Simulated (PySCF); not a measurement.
Dipole moment and polarisability of `[SiH3][SiH2]c1cccs1`

C₄H₈SSi₂.
Numbering: `[SiH3:1][SiH2:2][c:3]1[cH:4][cH:5][cH:6][s:7]1` (hydrogens: H8, H9, H10 on Si1; H11, H12 on Si2; H13 on C4; H14 on C5; H15 on C6)

Geometry (GFN2-xTB, Å), atoms numbered from 1 in this order:
```
atom  x, y, z in Å
Si1    2.6450   -0.5122    1.1010
Si2    1.3680    0.9350   -0.1756
C3    -0.4411    0.4440   -0.0918
C4    -1.1858   -0.2657   -0.9866
C5    -2.5121   -0.5034   -0.5673
C6    -2.7687    0.0250    0.6562
S7    -1.3930    0.8208    1.3106
H8     4.0591   -0.1299    1.0877
H9     2.2190   -0.5356    2.5029
H10    2.5804   -1.8956    0.6198
H11    1.4413    2.3306    0.2784
H12    1.6938    0.9371   -1.6092
H13   -0.7905   -0.6028   -1.9289
H14   -3.2386   -1.0419   -1.1500
H15   -3.6813    0.0025    1.2185
```

Level: PBE0/def2-SVPD (PySCF), static field, nuclei fixed, core orbitals frozen in the response. The polarisability tensor in these axes (au):

```
x   149.51   3.79   4.02
y     3.79  99.41   5.53
z     4.02   5.53 113.18
```

Problem. Give the principal values, the mean and the anisotropy Δα = √{½[(α1 − α2)² + (α2 − α3)² + (α1 − α3)²]}.

Solution. Principal values 97.37, 114.41 and 150.33 au; mean 120.70 au = 17.89 Å³ = 19.90 × 10⁻⁴⁰ C²·m²/J; Δα = 46.83 au (39 % of the mean).

Problem. What is the dipole moment, and where does it point?

Solution. (-0.60, -0.46, -0.48) D, 0.90 D in size, pointing from the negative to the positive side. Measured along this direction, the outermost atoms are H8 at the negative end and H14 at the positive end.

Problem. Find the Langevin capture rate constant for O2+ (31.990 u) meeting this molecule (143.989 u), k = 2.342 × 10⁻⁹ cm³/s × √(α in Å³ / reduced mass in u).

Solution. The reduced mass is 26.17 u, so k = 1.94 × 10⁻⁹ cm³/s. The formula leaves out the permanent dipole, which adds to the capture rate.

Problem. Refractivity n − 1 of an ideal gas of it at 273.15 K and 1 atm, from the electronic α?

Solution. N = p/kT = 2.6868 × 10¹⁹ cm⁻³, so n − 1 = 2π × N × 17.89 × 10⁻²⁴ cm³ = 3019 × 10⁻⁶ at long wavelengths, for an ideal gas.

Problem. Estimate the molar refractivity from the static electronic polarisability.

Solution. Lorentz–Lorenz: R = (4π/3)N_A α = 2.5225 cm³/(mol·Å³) × 17.89 Å³ = 45.1 cm³/mol, in the limit of long wavelengths.

Problem. What depolarisation ratio follows for Rayleigh scattering of linearly polarised light, taking the static tensor?

Solution. ρ = 3Δα²/(45ᾱ² + 4Δα²) = 6579.2/(655606 + 8772.3) = 0.0099.

Problem. Along which axes do the principal values lie, and how far do the nuclei extend along each?

Solution. Largest value along (0.99, 0.09, 0.12), where the nuclei span 7.63 Å; middle along (-0.14, 0.31, 0.94), 3.76 Å; least along (-0.04, 0.95, -0.32), 4.16 Å. The strongest response lies along the longest span, while the other two are in reverse order.

One conformer (not necessarily the lowest) at the GFN2-xTB geometry, without solvent, vibrations or thermal averaging.
